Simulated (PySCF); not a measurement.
Does the answer move with the share of exact exchange?

Species: H8NOPSi2.
InChI=1S/H8NOPSi2/c1-5(2,3)4/h2H,1,3H2,4H3/t5-/m0/s1

Torsions of this conformer, `[NH2:1][Si@@:2]([OH:3])([SiH3:4])[PH2:5]`: H–N1–Si2–O3 -70°, H–N1–Si2–O3 83°, H–O3–Si2–N1 -62°, H–P5–Si2–N1 -170°, H–P5–Si2–N1 -75°.

PySCF, pcSseg-1 basis, density fitting, gas phase, PBE0-D3(BJ)/def2-SVP geometry. One functional is left out:

```json
{"functional": "B97-D", "exact exchange (%)": "0", "HOMO energy (eV)": "-6.00", "LUMO energy (eV)": "-0.64", "dipole moment (D)": "1.918"}
{"functional": "BLYP", "exact exchange (%)": "0", "HOMO energy (eV)": "-5.85", "LUMO energy (eV)": "-0.63", "dipole moment (D)": "1.988"}
{"functional": "BP86", "exact exchange (%)": "0", "HOMO energy (eV)": "-6.13", "LUMO energy (eV)": "-0.83", "dipole moment (D)": "1.925"}
{"functional": "LDA", "exact exchange (%)": "0", "HOMO energy (eV)": "-6.11", "LUMO energy (eV)": "-0.93", "dipole moment (D)": "1.916"}
{"functional": "OPBE", "exact exchange (%)": "0", "HOMO energy (eV)": "-6.04", "LUMO energy (eV)": "-0.65", "dipole moment (D)": "1.820"}
{"functional": "PBE", "exact exchange (%)": "0", "HOMO energy (eV)": "-6.02", "LUMO energy (eV)": "-0.77", "dipole moment (D)": "1.912"}
{"functional": "B3LYP", "exact exchange (%)": "20", "HOMO energy (eV)": "-6.89", "LUMO energy (eV)": "-0.16", "dipole moment (D)": "1.951"}
{"functional": "PBE0", "exact exchange (%)": "25", "HOMO energy (eV)": "-7.12", "LUMO energy (eV)": "0.02", "dipole moment (D)": "1.872"}
```

Question: Predict the row of mPW1PW91 (25 % exact exchange) by straight lines through the other rows, and check it.

Answer: 
```csv
property,line,computed,computed − line,"PBE0 (25 %), for comparison"
HOMO energy (eV),-7.11,-7.15,-0.04,-7.12
LUMO energy (eV),0.01,0.02,+0.01,0.02
dipole moment (D),1.906,1.861,-0.045,1.872
```

Question: Which of these properties follows the share of exact exchange most closely, and which least?

Answer: Most closely the HOMO energy, least the dipole moment; the correlations over the tabulated rows are HOMO energy -0.983, LUMO energy 0.949, dipole moment -0.069. The HOMO energy moves by -0.436 eV for every 10 %. Functionals with the same share still differ in their other parts: at 0 % BLYP and BP86 differ by 0.28 eV in it.
